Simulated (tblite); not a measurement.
Compound: C3H12AsGa.
Structure used (GFN2-xTB), in Å, numbered top down from 1:
```xyz
17
C3H12AsGa angstrom
C     -1.319   -1.250    0.303
C     -1.284   -0.024   -0.616
C     -1.325    1.276    0.194
Ga     0.453   -0.067   -1.703
As     2.271    0.029    0.413
H     -2.240   -1.292    0.886
H     -0.473   -1.224    1.001
H     -1.243   -2.167   -0.288
H     -2.187   -0.053   -1.243
H     -2.246    1.363    0.772
H     -0.478    1.312    0.892
H     -1.252    2.139   -0.472
H      1.100    1.235   -2.334
H      1.106   -1.415   -2.221
H      2.770    1.132    1.291
H      2.778   -0.979    1.396
H      3.563   -0.002   -0.315
```

Method: GFN2-xTB as coded in tblite; computed harmonic values from a numerical Hessian at the method's own geometry, unscaled. The method is semi-empirical: single wavenumbers can be off by several per cent or more. Modes of hydrogen on arsenic and gallium can be 10 to 20 % off. One conformer, not necessarily the lowest. The optimisation stopped once no atom felt more than 0.01 eV/Å.

Lowest wavenumbers of the output (negative numbers stand for imaginary wavenumbers):
```
mode    cm-1
  1     -55.5
  2      47.3
  3      63.6
  4      73.9
  5      99.6
  6     126.1
  7     129.6
  8     224.6
```

Question: Is this structure a minimum?

Answer: Not by this Hessian. 1 mode is imaginary beyond 20i (56i cm⁻¹), so at this level the point lies at or near a first-order saddle. The curvature is small, so loose convergence or finite differences may be the whole cause.

Question: Which atoms move in the imaginary mode?

Answer: 56i: H15 (hydrogen on arsenic) 44 %, H16 (hydrogen on arsenic) 44 %. These are shares of the mass-weighted motion.

Question: What is the remedy?

Answer: Step along that mode in both directions, optimise again with tighter thresholds and repeat the frequencies. The zero-point energy of this point (76.9 kcal/mol) counts the 44 real modes alone, and thermal corrections from it aren't those of a minimum.
